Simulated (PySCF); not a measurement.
The electron affinity along group 6

All values are computed (PySCF 2.14, energy differences of UHF-based or UKS calculations, no spin-orbit coupling). Values in eV. The last column holds reference values (measured affinities from photodetachment; the arrow runs from anion to atom). Unmarked ones compare directly (S terms, centres of terms, or small fine structure); those marked * lie between the lowest fine-structure levels and include a spin-orbit shift.

```json
{"element": "Cr (aug-cc-pVDZ, non-relativistic)", "configurations": "[Ar] 3d5 4s2 → [Ar] 3d5 4s1", "UHF": "-0.282", "LDA": "0.696", "PBE": "0.453", "MP2 (valence)": "0.119", "SCS-MP2 (valence)": "0.209", "CCSD (valence)": "0.477", "reference": "0.676"}
{"element": "Mo (aug-cc-pVDZ-PP with ECP28MDF, ECP)", "configurations": "[Kr] 4d5 5s2 → [Kr] 4d5 5s1", "UHF": "-0.312", "LDA": "0.819", "PBE": "0.486", "MP2 (valence)": "0.158", "SCS-MP2 (valence)": "0.257", "CCSD (valence)": "0.489", "reference": "0.747"}
{"element": "W (aug-cc-pVDZ-PP with ECP60MDF, ECP)", "configurations": "[Xe] 4f14 5d5 6s2 → [Xe] 4f14 5d4 6s2", "UHF": "0.897", "LDA": "1.872", "PBE": "1.694", "MP2 (valence)": "1.024", "SCS-MP2 (valence)": "0.459", "CCSD (valence)": "1.289", "reference": "0.817 *"}
```

The highest occupied level of the anion is positive for Cr⁻ at UHF, LDA, PBE; Mo⁻ at UHF, LDA, PBE; W⁻ at UHF, LDA, PBE, so there the basis helps to hold the electron.

"Valence" correlates the outer s and p shells and, in groups 3 to 12 and the f block, the outer d or f shell, open or full, or the next shell where the ion has no valence electron left; the wider scheme adds the next inner shell.
